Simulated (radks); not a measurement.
The phosphorus anion P3-, configuration [Ar]. All-electron calculation, scalar-relativistic Kohn-Sham, LDA (Slater exchange, Perdew-Wang correlation), spin-polarised, spherical densities, point nucleus; Watson sphere of charge +3 and radius 2.02 bohr. Program: a radial shooting solver on a logarithmic mesh with Libxc functionals.

Local quantities along the radius. ELF = 1/(1 + alpha^2) is the electron localisation function; alpha = (tau - tau_W)/tau_unif compares the Pauli kinetic energy density with that of the uniform gas (summed over spins). tau is taken from the large components.

r (bohr)	ELF	alpha
0.003353	1.000	0.009798
0.004296	1.000	0.01005
0.005461	1.000	0.01044
0.006999	1.000	0.01103
0.008968	1.000	0.01189
0.0114	1.000	0.01308
0.01461	1.000	0.01488
0.01872	1.000	0.01759
0.0238	1.000	0.02167
0.0305	0.999	0.02857
0.03908	0.998	0.04077
0.04969	0.996	0.06321
0.06367	0.988	0.1120
0.08159	0.951	0.2276
0.1037	0.796	0.5064
0.1329	0.430	1.151
0.1703	0.227	1.845
0.2165	0.305	1.511
0.2775	0.603	0.8120
0.3556	0.808	0.4875
0.452	0.861	0.4011
0.5792	0.809	0.4853
0.7423	0.440	1.129
0.9436	0.094	3.097
1.209	0.254	1.715
1.55	0.784	0.5256
1.97	0.882	0.3666
2.524	0.847	0.4244
3.235	0.688	0.6735
4.112	0.351	1.361
5.27	0.067	3.731
6.753	0.005	14.48

On this mesh the ELF has minima near r = 0.17, 0.94 bohr, which separate the shells, and maxima near 0.45 (0.86), 2.0 (0.88).
